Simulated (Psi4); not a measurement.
propyl chloride (C₃H₇Cl), singlet, geometry from GFN2-xTB; CAM-B3LYP/def2-TZVPD (Psi4).

The Psi4 input:
```
memory 2 GB

molecule mol {
0 1
C     0.895568   -0.626932    0.008948
C     2.362496   -0.211158    0.028295
C    -0.008376    0.594253    0.001829
H     0.672448   -1.235995    0.886785
H     0.694098   -1.230258   -0.878038
H     3.001061   -1.090297    0.033271
Cl   -1.726146    0.108846   -0.020821
H     2.603733    0.384592   -0.849005
H     2.582092    0.378857    0.915103
H     0.135530    1.199972    0.896784
H     0.157393    1.205765   -0.885371
}

set {
  basis def2-tzvpd
  reference rks
}

energy('cam-b3lyp')
print_variables()
```

The log (banner, timings and long lists left out):

```
   => Loading Basis Set <=

    Name: DEF2-TZVPD
    Role: ORBITAL
    Keyword: BASIS

         ---------------------------------------------------------
                                   SCF
               by Justin Turney, Rob Parrish, Andy Simmonett
                          and Daniel G. A. Smith
                              RKS Reference
         ---------------------------------------------------------

  ==> Geometry <==

    Molecular point group: c1
    Full point group: C1

    Geometry (in Angstrom), charge = 0, multiplicity = 1:

       Center              X                  Y                   Z               Mass
    ------------   -----------------  -----------------  -----------------  -----------------
         C            1.042211862164    -0.633209336960     0.010726412093    12.000000000000
         C            2.509139862164    -0.217435336960     0.030073412093    12.000000000000
         C            0.138267862164     0.587975663040     0.003607412093    12.000000000000
         H            0.819091862164    -1.242272336960     0.888563412093     1.007825032230
         H            0.840741862164    -1.236535336960    -0.876259587907     1.007825032230
         H            3.147704862164    -1.096574336960     0.035049412093     1.007825032230
         CL          -1.579502137836     0.102568663040    -0.019042587907    34.968852682000
         H            2.750376862164     0.378314663040    -0.847226587907     1.007825032230
         H            2.728735862164     0.372579663040     0.916881412093     1.007825032230
         H            0.282173862164     1.193694663040     0.898562412093     1.007825032230
         H            0.304036862164     1.199487663040    -0.883592587907     1.007825032230

  Running in c1 symmetry.

  Rotational constants: A =      0.86210  B =      0.08025  C =      0.07658 [cm^-1]
  Rotational constants: A =  25845.11357  B =   2405.92934  C =   2295.80069 [MHz]
  Nuclear repulsion =  159.313404383910040

  Charge       = 0
  Multiplicity = 1
  Electrons    = 42
  Nalpha       = 21
  Nbeta        = 21

  ==> Algorithm <==

  SCF Algorithm Type is DF.
  DIIS enabled.
  MOM disabled.
  Fractional occupation disabled.
  Guess Type is SAD.
  Energy threshold   = 1.00e-06
  Density threshold  = 1.00e-06
  Integral threshold = 1.00e-12

  ==> Primary Basis <==

  Basis Set: DEF2-TZVPD
    Blend: DEF2-TZVPD
    Number of shells: 90
    Number of basis functions: 220
[...]
   @DF-RKS iter   3:  -578.73552798365927   -2.74481e-01   3.60639e-04 ADIIS/DIIS
   @DF-RKS iter   4:  -578.73795140486732   -2.42342e-03   1.22236e-04 ADIIS/DIIS
   @DF-RKS iter   5:  -578.73824752386372   -2.96119e-04   3.53280e-05 DIIS
   @DF-RKS iter   6:  -578.73827611734760   -2.85935e-05   7.46692e-06 DIIS
   @DF-RKS iter   7:  -578.73827748381893   -1.36647e-06   1.82956e-06 DIIS
   @DF-RKS iter   8:  -578.73827756529386   -8.14749e-08   3.52480e-07 DIIS
  Energy and wave function converged.

  ==> Post-Iterations <==

   Electrons on quadrature grid:
      Ntotal   =   41.9999488722 ; deviation = -5.113e-05

    Orbital Energies [Eh]
    ---------------------

    Doubly Occupied:

[...]
    Virtual:

[...]
     220A     26.326608

    Final Occupation by Irrep:
              A
    DOCC [    21 ]
    NA   [    21 ]
    NB   [    21 ]

  @DF-RKS Final Energy:  -578.73827756529386

   => Energetics <=

    Nuclear Repulsion Energy =            159.3134043839100400
    One-Electron Energy =               -1109.9535609452973404
    Two-Electron Energy =                 407.0564139631913463
    DFT Exchange-Correlation Energy =     -35.1545349670978453
    Empirical Dispersion Energy =           0.0000000000000000
    VV10 Nonlocal Energy =                  0.0000000000000000
    Total Energy =                       -578.7382775652938562

Computation Completed

Properties will be evaluated at   0.000000,   0.000000,   0.000000 [a0]

Properties computed using the SCF density matrix

 Multipole Moments:

 ------------------------------------------------------------------------------------
     Multipole            Electronic (a.u.)      Nuclear  (a.u.)        Total (a.u.)
 ------------------------------------------------------------------------------------

 L = 1.  Multiply by 2.5417464519 to convert [e a0] to [Debye]
 Dipole X            :        -10.7753827           11.6389049            0.8635222
 Dipole Y            :          0.6132908           -0.4982304            0.1150605
 Dipole Z            :         -0.1301904            0.1411575            0.0109670
 Magnitude           :                                                    0.8712232

 ------------------------------------------------------------------------------------

  Variable Map:
  ----------------------------------------------------------------------------
[...]
  Array Variable Map:
  ----------------------------------------------------------------------------
[...]
[...]
```
